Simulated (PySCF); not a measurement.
SMILES c1(occc1)CCB(O)O, GFN2-xTB optimised geometry.

```
19

O     -2.81    -1.73     3.65
B     -2.39    -1.22     2.47
O     -2.64     0.09     2.22
C     -1.66    -2.23     1.46
C     -1.41    -1.72     0.03
C     -0.42    -0.61     0.00
C      0.94    -0.61     0.00
C      1.35     0.75     0.00
C      0.20     1.48     0.00
O     -0.87     0.67     0.00
H     -3.24    -1.09     4.22
H     -2.31     0.44     1.40
H     -2.25    -3.15     1.40
H     -0.70    -2.53     1.90
H     -1.03    -2.54    -0.58
H     -2.35    -1.37    -0.40
H      1.58    -1.47     0.00
H      2.35     1.13     0.00
H      0.02     2.54     0.00
```

Density from PBE/def2-SVP (PySCF) at that geometry.

Minimum of the electron density along straight lines between bonded atoms, close to the bond critical point (lines longer than 1.1 times the sum of covalent radii, or with two minima, are not listed):

| bond | length / Å | ρ at the minimum / e bohr⁻³ | ∇²ρ there / e bohr⁻⁵ | position (fraction from the first atom) |
|---|---|---|---|---|
| O1–B2 | 1.352 | 0.207 | 1.15 | 0.67 |
| B2–O3 | 1.354 | 0.205 | 1.15 | 0.33 |
| B2–C4 | 1.608 | 0.173 | [?] | 0.33 |
| C4–C5 | 1.541 | [?] | -0.48 | 0.49 |
| C5–C6 | 1.490 | 0.258 | -0.59 | 0.48 |
| C6–C7 | 1.362 | 0.323 | -0.79 | 0.52 |
| C7–C8 | 1.418 | 0.287 | -0.65 | 0.50 |
| C8–C9 | 1.357 | 0.325 | -0.81 | 0.48 |
| C6–O10 | 1.356 | 0.280 | -0.01 | 0.33 |
| C9–O10 | 1.349 | 0.284 | [?] | 0.33 |
| O1–H11 | 0.958 | 0.357 | -2.31 | 0.81 |
| O3–H12 | 0.959 | 0.354 | -2.40 | 0.82 |
| C4–H13 | 1.091 | 0.270 | -0.94 | 0.62 |
| C4–H14 | 1.092 | 0.269 | -0.94 | 0.62 |
| C5–H15 | 1.092 | 0.274 | -0.99 | 0.63 |
| C5–H16 | 1.092 | 0.274 | -0.98 | 0.63 |
| C7–H17 | 1.071 | 0.283 | -1.07 | 0.63 |
| C8–H18 | 1.071 | 0.283 | -1.08 | 0.64 |
| C9–H19 | 1.072 | 0.288 | -1.13 | 0.65 |

Problem. Fill in the missing entries.

Solution. 
- B2–C4, ∇²ρ there / e bohr⁻⁵: -0.21
- C4–C5, ρ at the minimum / e bohr⁻³: 0.231
- C9–O10, ∇²ρ there / e bohr⁻⁵: 0.04
